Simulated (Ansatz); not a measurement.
Program: Ansatz. Geometries: PBE0-D4/def2-TZVP. ΔE: electronic, gas phase. CBS: MP2 limit from def2 TZ/QZ plus the TZ coupled-cluster correction, frozen cores. This one scheme is used for every species. DFT in def2-TZVPP. B3LYP here is the variant with VWN-RPA as its local correlation; programs differ in this. Each species was taken in one conformer, which may not be the lowest.

Consider the hydrogenolysis of the Si–O bond: `CO[SiH](C)C` + H₂ → `C[SiH2]C` + CH₃OH.

| level | ΔE (kcal/mol) |
| --- | --- |
| LDA (SPW92) | 18.7 |
| PBE-D4 | 17.8 |
| B3LYP-D4 | 19.8 |
| BHLYP-D4 | 19.9 |
| ωB97M-V | 19.6 |
| PBE0 | 16.1 |
| CAM-B3LYP | 18.2 |
| HF/def2-TZVPP | 16.5 |

Question: What does CCSD(T)/CBS give? (An estimate is asked.)

Answer: Ansatz gave: +19.6 kcal/mol. The listed levels differ from it by -0.9, -1.8, 0.2, 0.3, 0.0, -3.5, -1.4, -3.1 kcal/mol.

Question: What do rigid-rotor, harmonic-oscillator terms from PBE0-D4/def2-TZVP frequencies (298.15 K, 1 bar) make of the CCSD(T)/CBS value? (Best estimate.)

Answer: Computed: ΔZPE = +4.2 kcal/mol, ΔH = +22.6 kcal/mol, ΔS = 31 J/(mol·K), ΔG = +20.4 kcal/mol.

Largest T1 diagnostic among the species: 0.010.

The D4 term adds +2.8 kcal/mol with B3LYP and +1.6 kcal/mol with PBE0; it sums over pairs of atoms, weighted by their polarisabilities, and B3LYP, whose exchange is more repulsive, gets the larger term. Leaving LDA and LC-ωPBE aside and taking each functional with its dispersion term where it has one, the values, not all of them listed here, spread over 2.6 kcal/mol, from HSE06-D4 to r2SCAN-D4. LDA lies +2.7 kcal/mol from PBE without D4. At CCSD(T), def2-SVP lies −3.9 kcal/mol from the extrapolated value and def2-TZVPP −0.4 kcal/mol.
